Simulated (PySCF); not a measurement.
# Ionisation energy of Mo²⁴⁺ by level of theory

Mo²⁴⁺ [Ar] (1S) → Mo²⁵⁺ [Ne] 3s2 3p5 (2P), as a difference of total energies. Calculation: PySCF 2.14, in an uncontracted even-tempered set (17 s from 2.9 bohr⁻², ratio 2.5; 11 p from 3.8 bohr⁻², ratio 2.5; 5 d from 19 bohr⁻², ratio 2.7; 4 f from 28 bohr⁻², ratio 2.7); no relativity, point nucleus. Correlated levels: outer shells: 1s2 frozen; virtual orbitals above 40 to 60 times the deepest correlated orbital energy dropped. The calculations carry no spin-orbit coupling.

| method | ionisation energy (eV) |
| --- | --- |
| UHF | 1260.2 |
| MP2 (outer shells) | 1261.1 |
| SCS-MP2 (outer shells) | 1260.9 |
| CCSD (outer shells) | 1260.9 |
| CCSD(T) (outer shells) | 1260.9 |

A first-order spin-orbit estimate (lowest level to lowest level, LS coupling) adds -6.606 eV.

All relativistic terms are absent from these numbers, so their closeness to the reference says little about the methods.

For comparison: 1263 ± 4 eV (semi-empirical (NIST evaluation); NIST Atomic Spectra Database, ionization energies).
